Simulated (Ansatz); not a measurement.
GeH₄ + `C[SiH](F)N[SiH3]` → `C[SiH](F)[GeH3]` + `N[SiH3]`  (redistribution)

Gas-phase electronic energies from Ansatz, PBE0-D4/def2-TZVP geometries. CCSD(T)/CBS is the MP2 limit (def2-TZVPP, def2-QZVPP) plus CCSD(T) − MP2 in def2-TZVPP, frozen cores. This one scheme is used for every species. Functionals use def2-TZVPP. For Ge outer-core shells are correlated without core-valence functions, which leaves a few kJ/mol of doubt a bond. Scalar relativity is left out up to krypton. One conformer a species, not always the lowest.

Q: Is it downhill or uphill in electronic energy at CCSD(T)/CBS, and by how much? (Estimate.)

A: Ansatz gave: Uphill: ΔE = +74.9 kJ/mol.

Q: What do these levels give: PBE-D4, ωB97M-V, B2PLYP, PBE, HF/def2-TZVPP, CCSD/CBS(def2)? (An estimate is asked.)

A: Computed: PBE-D4 59.7, ωB97M-V 77.7, B2PLYP 74.7, PBE 56.1, HF/def2-TZVPP 85.8, CCSD/CBS(def2) 75.4 kJ/mol.

Largest T1 diagnostic among the species: 0.012.

From PBE to PBE0 (25 % exact exchange), in def2-TZVPP and without D4, ΔE moves by +6.6 kJ/mol. The D4 term adds +5.5 kJ/mol with B3LYP and +3.1 kJ/mol with PBE0; it sums over pairs of atoms, weighted by their polarisabilities, and B3LYP, whose exchange is more repulsive, gets the larger term. In def2-TZVPP, CCSD(T) changes the Hartree–Fock value by −8.5 kJ/mol (the triples alone add −0.5 kJ/mol) and MP2 by −5.0 kJ/mol.

B3LYP here is the variant with VWN-RPA as its local correlation; programs differ in this.
